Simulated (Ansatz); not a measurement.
One change: `O[Si]([SiH3])(S)Cl` becomes `O[Si]([SiH3])(Cl)Br`.

Ansatz, PBE0-D4/def2-TZVP geometries, multiplicity 1. Each molecule was computed in one conformer, which needn't be the lowest.

Scalar relativity is left out up to krypton.

```json
{"property": "HOMO energy (PBE0/def2-TZVPP) / eV", "`O[Si]([SiH3])(S)Cl`": "-7.67"}
{"property": "size of the dipole moment (PBE/def2-TZVPP) / D", "`O[Si]([SiH3])(S)Cl`": "0.49"}
{"property": "size of the dipole moment (ωB97M-V/def2-TZVPP) / D", "`O[Si]([SiH3])(S)Cl`": "0.45"}
{"property": "HOMO energy (ωB97M-V/def2-TZVPP) / eV", "`O[Si]([SiH3])(S)Cl`": "-9.76"}
{"property": "ideal-gas entropy at 298 K and 1 bar (rigid rotor, harmonic PBE0-D4/def2-TZVP) / J/(mol·K)", "`O[Si]([SiH3])(S)Cl`": "394"}
{"property": "HOMO–LUMO gap (B3LYP/def2-TZVPP) / eV", "`O[Si]([SiH3])(S)Cl`": "6.73"}
```

Give the same properties after the change, and the shifts. (Best estimate.)

The calculation gave: 
```tsv
property	`O[Si]([SiH3])(Cl)Br`	shift
HOMO energy (PBE0/def2-TZVPP) / eV	-8.35	-0.68
size of the dipole moment (PBE/def2-TZVPP) / D	0.92	0.43
size of the dipole moment (ωB97M-V/def2-TZVPP) / D	0.95	0.50
HOMO energy (ωB97M-V/def2-TZVPP) / eV	-10.39	-0.63
ideal-gas entropy at 298 K and 1 bar (rigid rotor, harmonic PBE0-D4/def2-TZVP) / J/(mol·K)	395	1
HOMO–LUMO gap (B3LYP/def2-TZVPP) / eV	7.51	0.78
```

With PBE0 the HOMO falls by 0.68 eV and the LUMO rises by 0.06 eV, so the gap widens by about 0.74 eV. PBE moves the HOMO by -0.68 eV and ωB97M-V by -0.63 eV. The zero-point energy changes by -22.7 kJ/mol with -3 modes. Dipoles are sizes alone; their direction can turn.

B3LYP here is the variant with VWN-RPA as its local correlation; programs differ in this.

Spin–orbit coupling is left out; it splits and shifts lone-pair levels of the heavy atoms by tenths of an eV.
